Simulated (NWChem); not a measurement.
Everything below was run with NWChem. System: CH₄N, charge 0, spin multiplicity 2, at a geometry optimised with UPBE0/def2-SVP. The structure started from a generated list of species. Its SCF solution wasn't tested for a lower state. Level: G0W0@UPBE0/def2-TZVPD, RI basis def2-tzvpd-rifit.

The NWChem input:

```
start mol
memory heap 200 mb stack 700 mb global 1700 mb
geometry units angstroms nocenter noautoz
  C      0.155293     0.711356     0.000000
  N     -0.162666    -0.639229     0.000000
  H     -0.004356     1.252044    -0.935960
  H     -0.004356     1.252044     0.935960
  H      0.107809    -1.148809     0.834634
  H      0.107809    -1.148809    -0.834634
  symmetry group Cs
end
basis spherical
  * library def2-tzvpd
end
basis "ri basis" bse spherical
  * library def2-tzvpd-rifit
end
dft
  xc pbe0
  odft
  mult 2
  iterations 100
  direct
  tolerances tight
end
task dft energy
gw
  states alpha occ 4 vir 2
  states beta occ 4 vir 2
end
task dft gw
```

Output (cleaned and shortened):

```
             Northwest Computational Chemistry Package (NWChem) 7.3.0
             --------------------------------------------------------

                                NWChem Input Module
                                -------------------

 Scaling coordinates for geometry "geometry" by  1.889725989
 (inverse scale =  0.529177249)

 Turning off AUTOSYM since
 SYMMETRY directive was detected!

                             Geometry "geometry" -> ""
                             -------------------------

 Output coordinates in angstroms (scale by  1.889725989 to convert to a.u.)

  No.       Tag          Charge          X              Y              Z
 ---- ---------------- ---------- -------------- -------------- --------------
    1 C                    6.0000     0.15529300     0.71135600     0.00000000
    2 N                    7.0000    -0.16266600    -0.63922900     0.00000000
    3 H                    1.0000    -0.00435600     1.25204400    -0.93596000
    4 H                    1.0000    -0.00435600     1.25204400     0.93596000
    5 H                    1.0000     0.10780900    -1.14880900     0.83463400
    6 H                    1.0000     0.10780900    -1.14880900    -0.83463400

 Effective nuclear repulsion energy (a.u.)      37.1406677397

            Nuclear Dipole moment (a.u.)
            ----------------------------
        X                 Y               Z
 ---------------- ---------------- ----------------
     0.0000037795     0.0000056692     0.0000000000

      Symmetry information
      --------------------

 Group name             Cs
 Group number              2
 Group order               2
 No. of unique centers     4

      Symmetry unique atoms

     1    2    3    5


 Summary of "ao basis" -> "" (spherical)
 ------------------------------------------------------------------------------
       Tag                 Description            Shells   Functions and Types
 ---------------- ------------------------------  ------  ---------------------
 *                         def2-tzvpd                 on all atoms

 new library libraries.bse/

 Summary of "ri basis" -> "" (spherical)
 ------------------------------------------------------------------------------
       Tag                 Description            Shells   Functions and Types
 ---------------- ------------------------------  ------  ---------------------
 *                      def2-tzvpd-rifit              on all atoms

                                 NWChem DFT Module
                                 -----------------

 Summary of "ao basis" -> "ao basis" (spherical)
 ------------------------------------------------------------------------------
       Tag                 Description            Shells   Functions and Types
 ---------------- ------------------------------  ------  ---------------------
 C                         def2-tzvpd               13       37   6s3p3d1f
 N                         def2-tzvpd               13       37   6s3p3d1f
 H                         def2-tzvpd                5        9   3s2p

 Summary of "ao basis" -> "ao basis" (spherical)
 ------------------------------------------------------------------------------
       Tag                 Description            Shells   Functions and Types
 ---------------- ------------------------------  ------  ---------------------
 C                         def2-tzvpd               13       37   6s3p3d1f
 N                         def2-tzvpd               13       37   6s3p3d1f
[...]
    beta     41     42     43     44     46     45     47     48     49     50
 overlap   0.999  0.997  0.995  0.993  0.998  0.984  0.983  0.998  0.995  0.999

   alpha     51     52     53     54     55     56     57     58     59     60
    beta     51     52     53     55     54     56     57     59     58     60
 overlap   0.994  0.997  0.996  0.997  1.000  1.000  0.998  0.995  1.000  0.992

   alpha     61     62     63     64     65     66     67     68     69     70
    beta     61     62     63     65     64     66     67     68     69     70
 overlap   0.949  0.950  1.000  0.941  0.942  0.995  0.992  0.997  0.997  0.999

   alpha     71     72     73     74     75     76     77     78     79     80
    beta     71     72     73     74     75     76     77     78     80     79
 overlap   0.998  0.998  0.999  0.999  0.997  0.998  1.000  0.995  0.906  0.999

   alpha     81     82     83     84     85     86     87     88     89     90
    beta     81     82     83     84     85     86     87     88     89     90
 overlap   0.907  0.999  0.989  0.991  0.969  0.966  0.995  0.994  0.995  0.996

   alpha     91     92     93     94     95     96     97     98     99    100
    beta     91     92     93     94     95     96     97     98     99    100
 overlap   1.000  0.998  1.000  1.000  1.000  1.000  1.000  1.000  0.999  1.000

   alpha    101    102    103    104    105    106    107    108    109    110
    beta    101    102    103    104    105    106    107    108    109    110
 overlap   0.999  1.000  1.000  1.000  1.000  1.000  1.000  1.000  1.000  1.000

     --------------------------
     Expectation value of S2:
     --------------------------
      <S2> =      0.7545 (Exact =     0.7500)

 center of mass
 --------------
 x =  -0.01294757 y =  -0.01301228 z =   0.00000000

 moments of inertia (a.u.)
 ------------------
          74.215903084486          -8.997731247019           0.000000000000
          -8.997731247019          13.755214753460           0.000000000000
           0.000000000000           0.000000000000          65.331414232743

     Multipole analysis of the density
     ---------------------------------

     L   x y z        total         alpha         beta         nuclear
     -   - - -        -----         -----         ----         -------
     0   0 0 0     -0.000000     -9.000000     -8.000000     17.000000

     1   1 0 0      0.131068     -0.145531      0.276595      0.000004
     1   0 1 0     -0.428573     -0.657035      0.228457      0.000006
     1   0 0 1      0.000000      0.000000      0.000000      0.000000

     2   2 0 0    -12.389559     -8.154666     -5.496196      1.261302
     2   1 1 0     -1.042888     -3.062419     -2.023149      4.042679
     2   1 0 1      0.000000      0.000000      0.000000      0.000000
     2   0 2 0     -9.019487    -27.015118    -23.683020     41.678651
     2   0 1 1      0.000000      0.000000     -0.000000      0.000000
     2   0 0 2     -8.378661    -10.123145     -9.487478     11.231962

 Task  times  cpu:        6.9s     wall:        6.9s

                                NWChem Input Module
                                -------------------

                                 NWChem GW Module
                                 ----------------

                             ***********************
                             ***        GW       ***
                             ***********************

 Summary of "ri basis" -> "ri basis" (spherical)
 ------------------------------------------------------------------------------
       Tag                 Description            Shells   Functions and Types
 ---------------- ------------------------------  ------  ---------------------
 C                      def2-tzvpd-rifit            26       92   9s7p5d4f1g
 N                      def2-tzvpd-rifit            26       92   9s7p5d4f1g
 H                      def2-tzvpd-rifit            10       24   5s3p2d

                 Memory Information
                 ------------------
          Available GA per process is          1699.8 MBs
          Available stack per process is        700.0 MBs
          Available heap per process is           0.0 MBs

          Peak memory in Initialization
              Peak GA per process is                  5.7 MBs
              Peak stack per process is               0.2 MBs
              Peak heap per process is                5.8 MBs
              Memory not in MA per process            0.0 MBs

          Peak memory in AFF Calculation
              Peak GA per process is                 31.2 MBs
              Peak stack per process is              22.7 MBs
              Peak heap per process is                0.0 MBs
              Memory not in MA per process           22.7 MBs

          Computing 2-center integrals
          Computing Inverse Cholesky factor
          Computing 3-center integrals
          Computing V_xc ...

          Computing Sigma_x
          Computing RPA polarizability
          Solving quasiparticle equations

                  Alpha Orbitals
          State     Energy (eV)     Error (eV)
          -----------------------------------
@GW         6        -15.341           0.002
@GW         7        -13.546           0.002
@GW         8        -11.696           0.004
@GW         9         -6.734           0.005
@GW        10          1.757           0.003
@GW        11          2.476           0.003

                   Beta Orbitals
          State     Energy (eV)     Error (eV)
          -----------------------------------
@GW         5        -17.166           0.002
@GW         6        -15.102           0.002
@GW         7        -13.348           0.002
@GW         8        -10.906           0.002
@GW         9          1.863           0.004
@GW        10          1.822           0.003

   Applying  -2.2311 eV scissor-shift to rest of particle states

   Applying   1.3785 eV scissor-shift to rest of hole states

   Applying  -2.3244 eV scissor-shift to rest of particle states

   Applying   2.0952 eV scissor-shift to rest of hole states

     GW Timing Statistics
   ------------------------
   Init.   :          0.0s
     ERIs  :          0.4s
     Distr.:          0.0s
     Vxc   :          0.8s
   Sigma_x :          0.0s
   RPA     :          0.9s
   Wmn     :          0.0s
   Sigma_c :          0.0s
   GW total:          2.2s

 Task  times  cpu:        2.2s     wall:        2.2s

 Total times  cpu:        9.1s     wall:        9.1s
```
